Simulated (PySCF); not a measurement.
# Excitation energy of O⁺ by level of theory

O⁺ [He] 2s2 2p3 (4S) → O⁺ [He] 2s1 2p4 (4P), as a difference of total energies. Calculation: PySCF 2.14, in aug-cc-pVDZ-DK (4s3p2d, 23 functions); the spin-free X2C one-electron Hamiltonian (Gaussian nucleus). Correlated levels: valence: 1s2 frozen. The calculations carry no spin-orbit coupling.

| method | excitation energy (eV) | error (eV) |
| --- | --- | --- |
| UHF | 15.112 | +0.242 |
| LDA | 14.474 | -0.396 |
| PBE | 14.246 | -0.624 |
| PBE0 | 14.552 | -0.318 |
| r2SCAN | 14.240 | -0.630 |
| M06 | 14.612 | -0.258 |
| BLYP | 14.276 | -0.594 |
| HSE06 | 14.525 | -0.345 |
| wB97X | 14.872 | +0.002 |
| ROHF | 15.089 | +0.219 |
| MP2 (valence) | 15.143 | +0.273 |
| SCS-MP2 (valence) | 15.148 | +0.278 |

Reference: 14.870 eV (measured; NIST levels, between the centres of gravity of the two terms).

Errors of the correlated levels include the incompleteness of this basis and the frozen core.
